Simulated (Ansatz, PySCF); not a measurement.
Stretching the B1–F2 bond in BFH2Se (SMILES FB[SeH]) (multiplicity 1 held, fragments rigid). Energies count from the point at 1.325 Å.
Geometry at that point (charge 0, multiplicity 1):
```xyz
5

B     -0.50635    -0.90181     0.69981
F      0.43959    -1.60155     1.30799
H     -1.64886    -1.18176     0.86909
Se     0.04580     0.56406    -0.45090
H     -1.33288     0.92683    -0.80945
```

Restricted levels (R-, RO-) in cc, def2 and unpolarised 6-31G sets keep to the state of the molecule at rest. U- levels take the lowest unrestricted solution at each point, which mixes spins at long bonds. Levels need not reach the same state.

Cores are frozen in the correlated methods. Filled d and f shells under p-block atoms count as core. Rows in 3-21G carry no dispersion term and start afresh at each structure; the Pople sets are all-electron and without relativity.

The values were computed with Ansatz (a quantum-chemistry and plane-wave program) with Gaussian orbitals; PySCF for 3-21G rows. 

Energies in kcal/mol.

| R (Å) | R-HF/3-21G | R-HF/cc-pVTZ | R-PBE/cc-pVTZ | U-PBE/cc-pVTZ | R-MP2/cc-pVTZ | R-SCS-MP2/cc-pVTZ |
|---|---|---|---|---|---|---|
| 1.060 | 86.6 | 58.4 | 65.4 | 65.4 | 64.3 | 64.4 |
| 1.192 | 18.6 | 8.9 | 12.6 | 12.6 | 11.7 | 11.8 |
| 1.325 | 0.0 | 0.0 | 0.0 | 0.0 | 0.0 | 0.0 |
| 1.457 | 5.5 | 9.4 | 5.7 | 5.7 | 6.9 | 6.8 |
| 1.589 | 22.1 | 26.5 | 19.0 | 19.0 | 21.8 | 21.6 |
| 1.788 | 53.7 | 56.0 | 43.3 | 43.3 | 48.5 | 48.1 |
| 1.987 | 85.2 | 84.5 | 67.1 | 67.1 | 74.9 | 74.2 |
| 2.318 | 130.5 | 124.3 | 100.0 | 100.0 | 112.6 | 111.5 |
| 2.649 | 166.8 | 154.6 | 124.3 | 124.2 | 142.2 | 140.8 |
| 3.046 | 201.5 | 181.5 | 144.1 | 140.4 | 169.1 | 167.4 |
| 3.576 | 235.1 | 206.6 | 159.8 | 150.5 | 193.9 | 191.9 |
| 4.238 | 259.6 | 227.5 | 169.7 | 155.9 | 212.0 | 209.5 |

Doubts at one or more of the structures used: a restricted determinant that unrestricted orbitals would lower (R-HF/3-21G, R-HF/cc-pVTZ, R-PBE/cc-pVTZ, R-MP2/cc-pVTZ, R-SCS-MP2/cc-pVTZ); a spin-contaminated determinant (U-PBE/cc-pVTZ).
